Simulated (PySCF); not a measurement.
## TaH: a composite coupled-cluster calculation

State: ⁵Δ, quintet, unpaired electrons σ ↑, π ↑↑, δ ↑. De refers to Ta (5d3 6s2) + H. ROHF-based CCSD(T) in PySCF 2.14 with Ta cc-pVTZ-PP with ECP60, H cc-pVTZ and Ta cc-pVQZ-PP with ECP60, H cc-pVQZ (frozen core orbitals: 4; scalar-relativistic core potentials). Correlation energies are extrapolated as n⁻³ (n = 3, 4), Hartree–Fock as (n+1)·exp(−9√n). CV is the change on freezing 0 orbitals instead, in Ta cc-pwCVTZ-PP with ECP60, H cc-pVTZ.

| Level | Re (Å) | ωe (cm⁻¹) | ωexe (cm⁻¹) | αe (cm⁻¹) | De (eV) |
| --- | --- | --- | --- | --- | --- |
| CCSD(T)/TZ | 1.7924 | 1726.0 | 25.5 | 0.122 | 2.305 |
| CCSD(T)/QZ | 1.7868 | 1737.7 | 27.7 | 0.132 | 2.351 |
| HF/CBS | 1.8255 | 1677.4 | 23.2 | 0.118 | 2.213 |
| MP2/CBS | 1.7745 | 1775.4 | 25.1 | 0.124 | 2.302 |
| CCSD/CBS | 1.7875 | 1738.8 | 26.8 | 0.130 | 2.430 |
| CCSD(T)/CBS | 1.7854 | 1738.3 | 27.6 | 0.132 | 2.374 |
| CCSD(T)/CBS+CV | 1.7704 | 1761.9 | 28.5 | 0.135 | 2.368 |

How much is left between CCSD(T)/QZ and the basis-set limit, and how much do the triples give at the limit?

CCSD(T)/CBS less CCSD(T)/QZ: -1.4 mÅ in Re, +0.6 cm⁻¹ in ωe and +0.023 eV in De. CCSD(T)/CBS less CCSD/CBS: -2.1 mÅ in Re, -0.5 cm⁻¹ in ωe and -0.056 eV in De.

What do the later terms add?

CV: -15.0 mÅ in Re, +23.6 cm⁻¹ in ωe and -0.006 eV in De, each against the row above.

The T1 diagnostic is 0.042, large enough to doubt a single reference. The state was picked by a PBE0 search and need not be the measured ground state. Spin–orbit coupling, excitations beyond (T) and corrections to the Born–Oppenheimer picture are left out, and spin–orbit coupling matters for open p, d or f shells this heavy.

The whole job (state search and all basis sets along the bond) took about 21 min on 4 threads of Arm Neoverse V2 (shared host), peak memory 13 GiB.
